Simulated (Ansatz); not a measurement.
`[CH3][Al]([NH2])[Cl]` and `[CH3][In]([NH2])[Cl]` differ in one element.

Ansatz, PBE0-D4/def2-TZVP geometries, multiplicity 1. Each molecule was computed in one conformer, which needn't be the lowest.

Elements past krypton have def2 core potentials.

```
                               property  `[CH3][Al]([NH2])[Cl]`
     HOMO energy (PBE0/def2-TZVPP) / eV                   -7.61
    HOMO energy (B3LYP/def2-TZVPP) / eV                   -7.36
    HOMO–LUMO gap (PBE/def2-TZVPP) / eV                    5.40
HOMO–LUMO gap (ωB97M-V/def2-TZVPP) / eV                   11.43
  LUMO energy (ωB97M-V/def2-TZVPP) / eV                    1.43
   HOMO–LUMO gap (PBE0/def2-TZVPP) / eV                    7.59
```

(1) What does the change do to each property? (Estimate.)

Answers

(1) The calculation gave: 
| property | `[CH3][In]([NH2])[Cl]` | shift |
| --- | --- | --- |
| HOMO energy (PBE0/def2-TZVPP) / eV | -7.32 | 0.29 |
| HOMO energy (B3LYP/def2-TZVPP) / eV | -7.08 | 0.28 |
| HOMO–LUMO gap (PBE/def2-TZVPP) / eV | 4.24 | -1.16 |
| HOMO–LUMO gap (ωB97M-V/def2-TZVPP) / eV | 10.28 | -1.15 |
| LUMO energy (ωB97M-V/def2-TZVPP) / eV | 0.60 | -0.83 |
| HOMO–LUMO gap (PBE0/def2-TZVPP) / eV | 6.40 | -1.19 |

With PBE0 the HOMO rises by 0.29 eV and the LUMO falls by 0.91 eV, so the gap narrows by about 1.20 eV. PBE moves the HOMO by 0.23 eV and ωB97M-V by 0.33 eV.

B3LYP here is the variant with VWN-RPA as its local correlation; programs differ in this.
